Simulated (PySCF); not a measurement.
This PySCF input asks for the NMR shieldings of `InChI=1S/C6H12OSi2/c1-2-8-7-9-6-4-3-5-6/h1,6H,3-5,8-9H2`; the geometry comes from GFN2-xTB.

```python
import basis_set_exchange as bse
import numpy as np
from pyscf import gto, dft
from pyscf.prop import nmr

atoms = """
C     3.977884    1.403818   -0.304812
C     3.387969    0.402398   -0.612895
Si    2.480413   -1.143751   -1.085425
O     1.399744   -1.510591    0.068972
Si    0.149166   -1.224449    1.061654
C    -1.313438   -0.564268    0.052012
C    -2.495547    0.037288    0.838508
C    -2.379630    1.332216    0.023008
C    -1.112183    0.794627   -0.655648
H     4.497258    2.278955   -0.034766
H     3.385626   -2.290619   -1.104389
H     1.758695   -0.899915   -2.336303
H     0.592893   -0.230429    2.040613
H    -0.138985   -2.528204    1.657654
H    -1.662478   -1.321211   -0.654235
H    -3.440852   -0.492914    0.734329
H    -2.292802    0.171294    1.899698
H    -3.209004    1.487199   -0.665587
H    -2.242176    2.238360    0.610420
H    -0.202749    1.316332   -0.359779
H    -1.148725    0.760805   -1.743500
"""
names = dict.fromkeys(["C", "Si", "O", "H"], "pcSseg-1")
basis = {el: gto.basis.parse(bse.get_basis(n, elements=[el], fmt="nwchem")) for el, n in names.items()}
mol = gto.M(atom=atoms, basis=basis, charge=0, verbose=0)
mf = dft.RKS(mol, xc="PBE0")
mf.grids.level = 2
mf.grids.alignment = dft.numint.BLKSIZE   # the property module wants whole blocks of grid points
mf.conv_tol = 1e-9
mf.kernel()

calc = nmr.RKS(mf)   # GIAO
C = mf.mo_coeff
Co = C[:, mf.mo_occ > 0]
resp = mf.gen_response(singlet=True, hermi=2)
def vind(x):   # induced exchange potential for any number of trial vectors
    d = np.einsum("pi,xij,qj->xpq", C, 2 * x.reshape(-1, C.shape[1], Co.shape[1]), Co, optimize=True)
    return np.einsum("xpq,pi,qj->xij", resp(d - d.transpose(0, 2, 1)), C, Co, optimize=True).ravel()
mo1, _ = nmr.rhf.solve_mo1(calc, with_cphf=vind)
sigma = calc.kernel(mo1)
for i, s in enumerate(sigma):   # ppm
    w = np.linalg.eigvalsh((s + s.T) / 2)
    print("%2d %-2s iso %8.1f  s11 %8.1f  s22 %8.1f  s33 %8.1f" % (i, mol.atom_pure_symbol(i), w.mean(), *w))
```

Problem. What does it print?

Solution. 
```
 0 C  iso     84.5  s11      1.2  s22      5.6  s33    246.7
 1 C  iso     97.8  s11     -1.2  s22      6.0  s33    288.4
 2 Si iso    404.8  s11    364.9  s22    391.3  s33    458.3
 3 O  iso    308.9  s11    244.2  s22    325.7  s33    356.8
 4 Si iso    370.0  s11    334.0  s22    366.4  s33    409.7
 5 C  iso    167.7  s11    148.2  s22    168.8  s33    186.1
 6 C  iso    168.2  s11    153.5  s22    165.4  s33    185.6
 7 C  iso    165.8  s11    151.2  s22    163.1  s33    183.2
 8 C  iso    163.9  s11    151.4  s22    156.9  s33    183.3
 9 H  iso     29.7  s11     24.7  s22     25.0  s33     39.4
10 H  iso     26.6  s11     22.7  s22     24.8  s33     32.2
11 H  iso     26.6  s11     23.2  s22     25.8  s33     30.8
12 H  iso     26.7  s11     23.3  s22     26.1  s33     30.6
13 H  iso     26.7  s11     22.9  s22     25.3  s33     31.9
14 H  iso     29.3  s11     26.6  s22     28.3  s33     33.1
15 H  iso     29.6  s11     26.3  s22     26.6  s33     36.0
16 H  iso     29.9  s11     26.6  s22     28.5  s33     34.6
17 H  iso     29.3  s11     26.1  s22     26.9  s33     35.0
18 H  iso     29.5  s11     26.2  s22     26.7  s33     35.6
19 H  iso     29.4  s11     25.5  s22     28.7  s33     34.0
20 H  iso     29.4  s11     25.8  s22     27.7  s33     34.6
```

These numbers come from an equivalent density-fitted implementation of the same equations, which agrees with the script to about 0.01 ppm for H and up to a few tenths of a ppm for heavy atoms, so last digits may differ.

Size and cost of the density-fitted run: 227 basis functions, about 2.2 core-minutes.
